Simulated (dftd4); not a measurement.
FGa (SMILES [F][Ga]), singlet, at a GFN2-xTB geometry (such geometries of metal compounds can be far from the true shape); D4 for tpssh (dftd4).

The dftd4 input:
```
$ dftd4 mol.xyz --func tpssh --charge 0 --json dftd4.json --noedisp --property

# file mol.xyz
2

Ga    -0.00000000    -0.00000000    -0.40479707
F      0.00000000     0.00000000     1.39430103
```

It wrote (shortened):

```
                    ____  _____ _____     ____  _  _
      -------------|  _ \|  ___|_   _|---|  _ \| || |------------
     |             | | | | |_    | | ___ | | | | || |_           |
     |             | |_| |  _|   | ||___|| |_| |__   _|          |
     |             |____/|_|     |_|     |____/   |_|            |
     |             ===================================           |
     |            E. Caldeweyher, S. Ehlert & S. Grimme          |
     |          Mulliken Center for Theoretical Chemistry        |
     |                    University of Bonn                     |
      -----------------------------------------------------------

Rational (Becke-Johnson) damping: tpssh-D4-ATM
---------------------
  s6         1.0000
  s8         1.8590
  s9         1.0000
  a1         0.4429
  a2         4.6023
 alp        16.0000
--------------------

Atomic data, radii in Ångström:
------------------------------------------------------
   Z          R(cov)      r4/r2   hardness         EN
------------------------------------------------------
  31 Ga       1.4933     3.2394     0.3076     1.8100
   9 F        0.8533     1.2638     0.6693     3.9800
------------------------------------------------------

Atomic reference systems (in atomic units):
----------------------------------------------------------------------------
   Z        #      CN     q+Z       C6(AA)   #      CN     q+Z       C6(AA)
----------------------------------------------------------------------------
  31 Ga     1  0.0000 31.0000     493.8971   2  0.8882 31.0287     423.7069
            3  1.7872 31.0451     253.8416
   9 F      1  0.0000  9.0000       9.7374   2  0.7408  8.7523      11.7796
----------------------------------------------------------------------------

Atomic properties (in atomic units):
----------------------------------------------------------------------------
     #    Z              CN          q      C6(AA)        C8(AA)   alpha(0)
----------------------------------------------------------------------------
     1   31 Ga       0.6908     0.3441    412.5442    46377.4691    49.8137
     2    9 F        0.6908    -0.3441     12.8967      220.6783     4.1383
----------------------------------------------------------------------------

Molecular properties (in atomic units):
----------------------------------------
 molecular C6                 542.9163
 molecular C8               51750.5065
----------------------------------------

Dispersion energy:      -7.7814297541453E-04 Eh

[Info] JSON dump of results written to 'dftd4.json'
```
